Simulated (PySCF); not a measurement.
Isomers C$_{4}$H$_{3}$F$_{5}$O:

A. SMILES F/C=C(/F)COC(F)(F)F
B. SMILES F[C@@H]1C[C@]1(F)OC(F)(F)F
C. `FCO/C(F)=C\C(F)(F)F`

Spectrum 1. ¹H NMR (300 MHz, computed): δ 6.12 (m, 2H), 4.93 (m, 1H). ¹³C{¹H} NMR (computed): δ 171.1 (C), 132.2 (C), 100.2 (CH2), 84.0 (CH).

Spectrum 2. ¹H NMR (300 MHz, computed): δ 7.69 (m, 1H), 4.98 (m, 2H). ¹³C{¹H} NMR (computed): δ 161.9 (C), 155.0 (CH), 131.2 (C), 65.7 (CH2).

Spectrum 3. ¹H NMR (300 MHz, computed): δ 4.94 (m, 1H), 1.72 (m, 1H), 1.65 (m, 1H). ¹³C{¹H} NMR (computed): δ 131.3 (C), 103.3 (C), 76.0 (CH), 20.8 (CH2).

Averaged over atoms made equivalent by symmetry, fast rotation or ring inversion, isolated molecule, non-relativistic, one computed conformer. GFN2-xTB structure; σ from GIAO-PBE0/pcSseg-1; PySCF.

Shifts are taken against calculated references (same method and geometry level): ¹H, ¹³C vs TMS. Splittings of carbon signals by F and P are missing where no couplings were computed. Where no couplings were computed, multiplicities follow the n + 1 count of equivalent neighbours, and m marks all less simple cases (inequivalent or close neighbours, rings, F or P nearby). Shifts are as computed. Against solution values, carbons near 30 ppm lie about +3 ppm off and those near 130 ppm about +5 ppm. Of 1211 compounds with measured shifts, 218 miss one by over three times the rms of a fit or turn the order of signals round; such compounds aren't used in these exercises.

Q: Which spectrum belongs to which compound?

A: 1–C, 2–A, 3–B.

- Spectrum 1 (C): 4 ¹³C signals; δC 171.1 is an alkene carbon bearing oxygen; δC 132.2 is a CF3 carbon.
- Spectrum 2 (A): 4 ¹³C signals; δC 161.9 is a fully substituted alkene carbon; δC 155.0 is an alkene CH.
- Spectrum 3 (B): 4 ¹³C signals; δC 131.3 is a CF3 carbon; δC 103.3 is a three-membered-ring carbon.
